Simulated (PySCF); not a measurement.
## Two-dimensional NMR puzzle

Compound of formula C₇H₅F₃N₂. Correlations simulated from computed shifts and the bond graph:

HSQC (one-bond C–H):
```tsv
δH	δC
3.42	24.1
2.60	26.5
```

HMBC (two and three bonds, from the bond graph):
```tsv
δH	δC
3.42	170.5, 118.6, 114.7, 26.5
2.60	170.5, 114.7, 24.1
```

Carbons without hydrogens: δ 170.5, 130.4, 118.6, 117.3, 114.7.

- GIAO PBE0/pcSseg-1 shieldings
- geometry: GFN2-xTB
- code: PySCF 2.14
- equivalent nuclei averaged, a single conformation, gas phase, non-relativistic Hamiltonian

Shifts are taken against calculated references (same method and geometry level): $^{1}$H, $^{13}$C against TMS.

Exchangeable hydrogens are left out of these lists.

Task: Work out the connectivity.

Result: SMILES N#CC/C(C)=C(/C#N)C(F)(F)F.

Atoms are numbered as in `[CH3:1]/[C:2]([CH2:3][C:4]#[N:5])=[C:6](\[C:7]#[N:8])[C:9]([F:10])([F:11])[F:12]`. Each H is labelled by its parent atom.

- δC 170.5 is C2, a fully substituted alkene carbon.
- δC 130.4 is C9, a CF3 carbon.
- δC 118.6 is C4, a nitrile carbon.
- δC 117.3 is C7, a nitrile carbon.
- δC 114.7 is C6, a fully substituted alkene carbon.
- δC 26.5 is C1, an allylic methyl carbon (δH 2.60).
- δC 24.1 is C3, an allylic sp3 CH2 (δH 3.42).
- HMBC from δH 3.42 reaches the proton-free carbons C2, C4, C6.
- HMBC from δH 2.60 reaches the proton-free carbons C2, C6.

The data come from this structure; uniqueness wasn't tested.

Shifts are as computed. Against solution values, carbons near 30 ppm lie about +3 ppm off and those near 130 ppm about +5 ppm. Of 1211 compounds with measured shifts, 218 miss one by over three times the rms of a fit or turn the order of signals round; such compounds aren't used in these exercises.
